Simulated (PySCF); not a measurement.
# Ga¹⁴⁺: ionisation energy

Ga¹⁴⁺ [Ne] 3s2 3p5 (2P) → Ga¹⁵⁺ [Ne] 3s2 3p4 (3P), as a difference of total energies. All numbers are calculated (PySCF 2.14, scalar relativity by spin-free X2C-1e, in an even-tempered Gaussian basis (19 s from 0.93 bohr⁻², ratio 2.5; 12 p from 1.2 bohr⁻², ratio 2.5; 5 d from 7.8 bohr⁻², ratio 2.7; 4 f from 12 bohr⁻², ratio 2.7)). Correlated levels: outer shells: 1s2 frozen; virtual orbitals above 40 to 60 times the deepest correlated orbital energy dropped. The calculations carry no spin-orbit coupling.

```tsv
method	ionisation energy (eV)
UHF	508.39
MP2 (outer shells)	509.34
SCS-MP2 (outer shells)	509.29
CCSD (outer shells)	509.27
CCSD(T) (outer shells)	509.27
```

How much does correlation contribute at CCSD(T) (outer shells)?

509.27 − (508.39) = 0.88 eV, measured against UHF.

Spin-orbit coupling is strong in these open shells (close to jj coupling). The scalar numbers leave it out and a first-order estimate fails, so it can dominate the gap to the real levels.

Breit and QED terms and the two-electron picture change are absent.

For comparison: 508.8 ± 0.4 eV (semi-empirical (NIST evaluation); NIST Atomic Spectra Database, ionization energies).
